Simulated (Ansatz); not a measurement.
Frontier orbitals of BH$_{2}$I (`BI`).

Total charge 0; spin multiplicity 1. Correlated methods include outer-core shells of I, which these sets cover unevenly. I takes the def2 core potential. Geometry: relaxed with PBE0-D4/def2-TZVP. Basis def2-TZVPP, the Gaussian-basis code of Ansatz.

| functional | HOMO (eV) | LUMO (eV) | gap (eV) |
| --- | --- | --- | --- |
| PBE | -6.45 | -3.14 | 3.31 |
| B97M-V | -6.72 | -2.84 | 3.88 |
| PBE0 | -7.57 | -2.21 | 5.36 |
| CAM-B3LYP | -8.82 | -1.10 | 7.72 |
| ωB97X-V | -9.82 | -0.04 | 9.78 |
| ωB97M-V | -9.71 | -0.26 | 9.45 |

**Question.** What is the vertical ionisation energy at frozen-core CCSD(T)/def2-TZVPP? (Estimate.)

**Answer.** Ansatz gave: 9.94 eV (T1 of the cation 0.015).

A quarter of exact exchange (PBE0) shifts PBE's HOMO by −1.12 eV and its LUMO by +0.93 eV; full exchange at long range (ωB97M-V) shifts them by −3.26 and +2.88 eV. The gap opens from 3.31 to 9.45 eV, since occupied levels lose self-interaction and empty ones feel all the electrons. −ε(HOMO) differs from that ionisation energy by −3.49 eV with PBE and −0.23 eV with ωB97M-V.
